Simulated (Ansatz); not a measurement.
C2H3AlN, SMILES `[CH3][Al-][C]#N` (lower singlet) (charge -1, multiplicity 1). This singlet lies 1.00 eV below the relaxed triplet at the level frozen-core CCSD(T)/aug-cc-pVTZ // PBE0-D3(BJ)/def2-TZVPD (Ansatz, a quantum-chemistry and plane-wave program).

Cartesian coordinates (Å):
```xyz
7

C     -1.0817    -0.0105    -0.0265
Al     0.3225    -0.0901     1.4467
C      1.9161     0.0150     0.1074
N      2.8771     0.0678    -0.5426
H     -2.1054    -0.0464     0.3618
H     -0.9548    -0.8464    -0.7296
H     -0.9738     0.9106    -0.6173
```
Charge -1, spin multiplicity 1.

Frozen-core energies in aug-cc-pVDZ from Ansatz at a geometry from PBE0-D3(BJ)/def2-TZVPD; the HF reference has <S^2> = 0.00 (restricted, and unstable towards unrestricted orbitals) and the T1 diagnostic is 0.015.

```json
[
 {"level": "HF", "energy (Ha)": "-373.87982", "difference from CCSDT(Q) (mHa)": "570.28"},
 {"level": "MP2", "energy (Ha)": "-374.38991", "difference from CCSDT(Q) (mHa)": "60.19"},
 {"level": "CCSD", "energy (Ha)": "-374.42340", "difference from CCSDT(Q) (mHa)": "26.70"},
 {"level": "CCSD(T)", "energy (Ha)": "-374.44702", "difference from CCSDT(Q) (mHa)": "3.08"},
 {"level": "CCSDT", "energy (Ha)": "-374.44786", "difference from CCSDT(Q) (mHa)": "2.24"},
 {"level": "CCSDT(Q)", "energy (Ha)": "-374.45010", "difference from CCSDT(Q) (mHa)": "0.00"}
]
```
